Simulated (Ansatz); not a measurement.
System: BCl$_{2}$, charge 1, singlet. BCl2+ (parent SMILES Cl[B]Cl, singlet).
B3LYP-D3(BJ)/def2-TZVP minimum from Ansatz (an electronic-structure program):
```
B
Cl 1 1.6135
Cl 1 1.6135 2 180.00
```
Charge +1, spin multiplicity 1.

Total energies in aug-cc-pV(D+d)Z, 16 correlated electrons, 11 frozen orbitals. UHF or UKS for unpaired electrons; spin-orbit terms are left out. Correlated methods leave the cores frozen. No relativity. The spin of BCl2+ (parent SMILES Cl[B]Cl, singlet) was assumed, and the state is the lowest solution found for it.

```tsv
method	program	energy (Eh)	minus CCSDT(Q) (mEh)
HF	Ansatz	-943.45678	402.47
MP2	Ansatz	-943.81466	44.60
CCSD	Ansatz	-943.84200	17.25
CCSD(T)	Ansatz	-943.85724	2.01
CCSDT(Q)	Ansatz	-943.85925	0.00
```

Rough core times of Ansatz's runs on a shared machine: CCSD(T) under 20 s, CCSDT(Q) 5 min.
